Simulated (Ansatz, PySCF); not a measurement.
Species: AlO₂ (charge 0, doublet). It need not be the lowest isomer of its formula. SMILES: [O][Al][O]
Geometry: optimised at B3LYP-D3(BJ)/def2-TZVP (Ansatz, a program for electronic structure).

Property: vertical ionisation energy (to the triplet state of charge +1; each state is the SCF solution reached for its spin; the UHF <S^2> is 1.16 for the doublet (pure: 0.75); for the doublet the Hartree-Fock reference is unstable and T1 is 0.070), in eV. Correlated levels leave the core frozen unless marked. UHF or UKS for open shells. Spin-orbit coupling is left out. No relativistic terms.  The program attaches cautions to a run behind CCSD/aug-cc-pV(D+d)Z: other roots.

```
level                 program  vertical ionisation energy (eV)
--------------------  -------  -------------------------------
SVWN5/def2-TZVPD       Ansatz                            11.37
PBE/def2-TZVPD         Ansatz                            11.01
r2SCAN/def2-TZVPD      Ansatz                            10.54
B3LYP/def2-TZVPD       Ansatz                            10.57
PBE0/def2-TZVPD        Ansatz                            10.26
CCSD/aug-cc-pV(D+d)Z   Ansatz                             9.98
```

For comparison, minus the highest occupied orbital energy (PySCF): 7.26 eV at M06-L/def2-TZVPD, 7.56 eV at BP86/def2-TZVPD, 8.57 eV at MN15/def2-TZVPD.
